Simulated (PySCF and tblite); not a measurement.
The numbers below are computed, except where a source is named.
Stationary points of 2,3-dimethylbutan-2-amine at GFN2-xTB, in Å:

Structure A

```
 1 C     1.775   -0.282   -0.903
 2 C     0.693    0.565   -0.232
 3 C     1.262    1.158    1.058
 4 C    -0.603   -0.259   -0.006
 5 C    -1.117   -0.805   -1.343
 6 C    -1.706    0.628    0.603
 7 N    -0.296   -1.407    0.840
 8 H     1.520   -0.507   -1.934
 9 H     1.893   -1.215   -0.359
10 H     2.722    0.252   -0.899
11 H     0.432    1.396   -0.897
12 H     2.129    1.772    0.822
13 H     1.586    0.370    1.733
14 H     0.540    1.790    1.567
15 H    -2.108   -1.237   -1.216
16 H    -1.180   -0.012   -2.084
17 H    -0.455   -1.585   -1.708
18 H    -2.644    0.076    0.649
19 H    -1.452    0.937    1.615
20 H    -1.863    1.518   -0.002
21 H    -0.053   -1.102    1.776
22 H    -1.110   -2.007    0.915
```

Structure B

```
 1 C     1.150    1.045   -1.195
 2 C     0.709    0.594    0.196
 3 C     1.826   -0.214    0.855
 4 C    -0.632   -0.181    0.213
 5 C    -0.536   -1.543   -0.478
 6 C    -1.743    0.646   -0.460
 7 N    -0.943   -0.436    1.620
 8 H     0.433    1.727   -1.643
 9 H     1.285    0.195   -1.859
10 H     2.104    1.564   -1.119
11 H     0.547    1.494    0.802
12 H     2.679    0.429    1.063
13 H     2.158   -1.016    0.202
14 H     1.472   -0.641    1.789
15 H    -1.519   -2.009   -0.512
16 H    -0.173   -1.440   -1.496
17 H     0.130   -2.196    0.077
18 H    -2.712    0.187   -0.268
19 H    -1.761    1.661   -0.064
20 H    -1.602    0.693   -1.536
21 H    -1.084    0.439    2.114
22 H    -1.799   -0.976    1.696
```

Structure C

```
 1 C     1.525    0.321   -1.266
 2 C     0.695    0.621   -0.016
 3 C     1.601    0.471    1.208
 4 C    -0.627   -0.216    0.104
 5 C    -0.820   -1.223   -1.034
 6 C    -1.823    0.757    0.093
 7 N    -0.603   -1.004    1.335
 8 H     0.957    0.490   -2.176
 9 H     1.887   -0.702   -1.258
10 H     2.388    0.984   -1.287
11 H     0.402    1.675   -0.078
12 H     2.527    1.018    1.044
13 H     1.834   -0.575    1.379
14 H     1.132    0.872    2.103
15 H    -1.765   -1.747   -0.895
16 H    -0.850   -0.733   -2.002
17 H    -0.023   -1.960   -1.025
18 H    -2.760    0.211    0.201
19 H    -1.745    1.467    0.915
20 H    -1.859    1.313   -0.841
21 H    -0.679   -0.402    2.147
22 H    -1.394   -1.638    1.350
```

Level: PBE0/pcSseg-1 + D3(BJ), IEF-PCM benzene on GFN2-xTB stationary points, with GFN2-xTB thermal terms.

Q: Which structure is a saddle point, and along which motion?

A: C: one imaginary mode (88i cm⁻¹ at GFN2-xTB, mostly on C3, C1, N7), along the rotation about the C2–C4 bond (torsion C1–C2–C4–C5 from 67° to -58°, falling).

Q: Give their symmetry and energies above the lowest.

A: A C1, 0.5 kcal/mol; B C1, 0.0 kcal/mol; C C1, 6.7 kcal/mol.
